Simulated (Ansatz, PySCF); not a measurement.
Breaking the Mg1–H2 bond in H2MgSe (SMILES [MgH][SeH]) (multiplicity 1 held, fragments rigid). Energies count from the point at 1.689 Å.
Geometry at that point (charge 0, multiplicity 1):
```xyz
4

Mg    -0.910    -0.799    -1.250
H     -1.792    -1.578    -2.461
Se     0.356     0.356     0.480
H      0.612    -0.934     1.148
```

Restricted levels (R-, RO-) in cc, def2 and unpolarised 6-31G sets keep to the state of the molecule at rest. U- levels take the lowest unrestricted solution at each point, which mixes spins at long bonds. Levels need not reach the same state.

Rows in 3-21G carry no dispersion term and start afresh at each structure; the Pople sets are all-electron and without relativity.

The values were computed with Ansatz (Gaussian orbitals); PySCF for 3-21G rows. Each number belongs to the level named beside it.

Problem. One of these levels gives 97.71 kcal/mol for the energy at R = 5.405 Å. Name it.
A. R-r2SCAN/def2-TZVPPD
B. R-HF/3-21G
C. U-wB97X-V/def2-TZVPPD

Solution. A, R-r2SCAN/def2-TZVPPD. The others give 142.33 (R-HF/3-21G), 72.55 (U-wB97X-V/def2-TZVPPD)

Doubts at one or more of the structures used: a restricted determinant that unrestricted orbitals would lower (R-HF/3-21G, R-r2SCAN/def2-TZVPPD); a spin-contaminated determinant (U-wB97X-V/def2-TZVPPD).

Ansatz is a quantum-chemistry and plane-wave program.
